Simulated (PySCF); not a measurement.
Computed shifts of a molecule C2H10OSi3, PBE0/pcSseg-1 (PySCF), GIAO, gas phase, atoms alike by connectivity averaged where their shifts nearly agree, in ppm (number of nuclei): ¹³C: 247.1 (1), -17.0 (1). ²⁹Si: -47.2 (1), -68.2 (1), -110.6 (1). ¹H: 12.48 (1), 4.81 (1), 4.22 (3), 3.81 (3), 0.73 (1), 0.15 (1). References: ¹⁷O against H2O (σ = 334.2 ppm); ¹³C against TMS (σ = 186.3 ppm); ²⁹Si against TMS (σ = 352.7 ppm); ¹H against TMS (σ = 31.56 ppm), references at their B3LYP-D3(BJ)/def2-TZVP geometries, non-relativistic. Geometry: B3LYP-D3(BJ)/def2-SVP. Other conformers were not sampled.

**Question.** Which molecule gave these data?
A. C[Si@@H]([SiH3])C(=O)[SiH3]
B. C[Si@@H]1C[SiH2][SiH2]O1
C. O=C[Si@H]([SiH3])C[SiH3]
D. C[C@@H]1[SiH2][SiH2][Si@@H]1O

**Answer.** C, O=C[Si@H]([SiH3])C[SiH3]
